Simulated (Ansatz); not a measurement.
Geometry optimisation of the cluster PbSe₂⁺.

```yaml
crystal:
  periodic: [false, false, false]
  atoms:
    - {symbol: Pb, position_ang: [-1.470071, 0.373444, 0.302783]}
    - {symbol: Se, position_ang: [1.082122, 0.329995, 0.896543]}
    - {symbol: Se, position_ang: [0.387949, -0.703439, -1.199326]}
basis:
  gaussian: {orbitals: def2-TZVP}
total_charge: 1
magnetization: {spin_polarized: true, initial_magnetization: 1}
hamiltonian: {xc: r2scan, dispersion: d4}
scf: {lower_state_search: "off"}
output: {orbitals: {seedname: orbitals}}
relax: {f_tol: 0.02, max_steps: 100}
```

```sh
$ ansatz run in.yaml --threads 4 --pin off --events-out ev --progress --plain --max-ram 3916MiB
```

Output, abridged:

```
Functional definition: r2SCAN
mean field -135944.33831023 eV, -4995.8622865188 hartree, gradient 2.5e-6 eV, S^2 0.761835; 0 other end points of the search recorded, 0 dependent functions left out
relax step   1: F+E_penalty+E_count = -135944.36075807 eV  Δ(F+E_penalty+E_count) = +0.000e0 eV  max|allowed force component| = 1.534e0 eV/Å  Δτ_max = 0.0000 Å  (21 SCF iters, accepted)
mean field -135944.45212727 eV, -4995.8664692180 hartree, gradient 1.5e-6 eV, S^2 0.763020; 0 other end points of the search recorded, 0 dependent functions left out
relax step   2: F+E_penalty+E_count = -135944.47457921 eV  Δ(F+E_penalty+E_count) = -1.138e-1 eV  max|allowed force component| = 1.198e0 eV/Å  Δτ_max = 0.1950 Å  (30 SCF iters, accepted)
mean field -135944.55349163 eV, -4995.8701942894 hartree, gradient 1.3e-6 eV, S^2 0.761791; 0 other end points of the search recorded, 0 dependent functions left out
relax step   3: F+E_penalty+E_count = -135944.57593626 eV  Δ(F+E_penalty+E_count) = -1.014e-1 eV  max|allowed force component| = 3.023e-1 eV/Å  Δτ_max = 0.0766 Å  (24 SCF iters, accepted)
mean field -135944.55805341 eV, -4995.8703619317 hartree, gradient 3.1e-6 eV, S^2 0.761537; 0 other end points of the search recorded, 0 dependent functions left out
relax step   4: F+E_penalty+E_count = -135944.58050102 eV  Δ(F+E_penalty+E_count) = -4.565e-3 eV  max|allowed force component| = 2.966e-2 eV/Å  Δτ_max = 0.0174 Å  (25 SCF iters, accepted)
mean field -135944.55809446 eV, -4995.8703634405 hartree, gradient 1.8e-6 eV, S^2 0.761507; 0 other end points of the search recorded, 0 dependent functions left out
relax step   5: F+E_penalty+E_count = -135944.58054250 eV  Δ(F+E_penalty+E_count) = -4.148e-5 eV  max|allowed force component| = 2.816e-3 eV/Å  Δτ_max = 0.0019 Å  (27 SCF iters, accepted)
Total energy: -135944.58055564 eV, -4995.8711888735 hartree
Atom 0 at    -1.564247     0.397364     0.322173 Å, force    -0.002816     0.000715     0.000580 eV/Å
Atom 1 at     1.108558     0.287278     0.824472 Å, force     0.002115     0.000694     0.001843 eV/Å
Atom 2 at     0.455689    -0.684642    -1.146645 Å, force     0.000702    -0.001409    -0.002423 eV/Å
Dipole moment:    -0.449664     0.114228     0.092613 e Å
Checks for a lower state left out: stability, starts, cluster_reference, orbital_swaps, neighbouring_geometries, increment
```

Hardware: 4 threads of AMD EPYC 7B13 on a shared host. Wall time 13 s.

In the def2 sets Pb takes a core potential; there is no spin–orbit coupling. The structure comes from a short search, and lower isomers may exist.
